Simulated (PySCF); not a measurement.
Input file for PySCF: R-MP2/6-31G* on H2S (SMILES S) with ghost functions, monomers drawn apart or pushed together.

```python
from pyscf import gto, scf, dft, mp
from pyscf.data.elements import chemcore

mol = gto.M(
    atom='''
    S    -0.00899415   -0.53450535    0.30545501
    H    -0.02062415   -1.57213420    1.15728415
    H    -1.14679066   -0.03469494    0.81338900
    ghost-C    1.13902885    1.21924541    4.40711954
    ghost-Si   -0.37959383    0.18617660    4.77105887
    ghost-H    1.99762902    0.86351868    4.97958078
    ghost-H    0.96918003    2.26552935    4.66765434
    ghost-H    1.38598731    1.16430271    3.34599042
    ghost-H   -0.15118083   -1.23654339    4.41444237
    ghost-H   -1.54748542    0.66688031    3.99103978
    ghost-H   -0.73385767    0.24661001    6.21054617
    ''',
    basis='6-31g*',
    cart=True,
    charge=0, spin=0, verbose=3, max_memory=1800)
mf = scf.RHF(mol)
mf.conv_tol = 1e-8
mf.max_cycle = 100
mf.kernel()
if not mf.converged:
    mf = mf.newton().run(mf.mo_coeff, mf.mo_occ)
pt = mp.MP2(mf, frozen=chemcore(mol)).run()
```

Task: What total energy does the run end on?

Result: -398.7890 hartree.
